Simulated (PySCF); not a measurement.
Cd(OMe)(NH2) (CH5CdNO), SMILES [Cd]([O]C)[NH2].

The structure is a stationary point at B3LYP-D3(BJ)/def2-SVP. The structure was generated by enumeration; whether it is a known compound was not checked. The def2 effective core potentials stand for the cores of Cd; spin–orbit coupling is left out. The values are those of a single conformer.

Two levels are set side by side: PBE/def2-TZVPD (PySCF) and B3LYP/def2-TZVPD (PySCF). Same geometry, gas phase. Differences are taken from unrounded values.

| quantity | B3LYP | PBE | PBE minus B3LYP |
|---|---|---|---|
| orbital gap (eV) | 5.37 | 3.59 | -1.79 |
| highest occupied level (eV) | -6.84 | -5.58 | 1.26 |
| lowest empty level (eV) | -1.46 | -1.99 | -0.52 |
| dipole moment (D) | 1.23 | 1.19 | -0.04 |
| mean polarisability (bohr³) | 61.3 | 65.0 | 3.7 |

PBE's occupied levels lie high since its potential decays too fast outside the molecule; exact exchange lowers them and widens the gap. PBE's more diffuse valence density responds more strongly to a field. Differences between two approximate levels are no errors against the true value.

Rough cost on one machine, each run with all the roots and properties that it gave: B3LYP against PBE within a factor of 2.
